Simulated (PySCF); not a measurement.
## Working out the ionisation energy of Ne+

Ne+ [He] 2s2 2p5 (2P) → Ne(2+) [He] 2s2 2p4 (3P). Calculation: PySCF 2.14, in def2-TZVPPD; the non-relativistic Hamiltonian (point nucleus). Frozen: nothing. Energies in hartree (1 hartree = 27.21139 eV):

| part | Ne+ (lower) | Ne(2+) (upper) |
| --- | --- | --- |
| UHF | -127.818690 | -126.374923 |
| MP2 opposite-spin | -0.163998 | -0.123571 |
| MP2 same-spin | -0.048818 | -0.035587 |

Problem. What does Hartree-Fock give?

Solution. (-126.374923) − (-127.818690) = 1.443767 hartree = 39.287 eV.

Problem. What do MP2 and SCS-MP2 (6/5 opposite-spin, 1/3 same-spin) give?

Solution. The opposite-spin parts differ by 1.100 eV and the same-spin parts by 0.360 eV. MP2: 39.287 + (1.100) + (0.360) = 40.747 eV. SCS-MP2: 39.287 + 1.2 × (1.100) + (0.360)/3 = 40.727 eV.

A first-order spin-orbit estimate adds -0.005 eV to MP2 (valence and next inner shell), giving 40.742 eV against 40.963 eV (measured; NIST Atomic Spectra Database, ionization energies).

What remains against the reference includes basis incompleteness and correlation beyond second order.
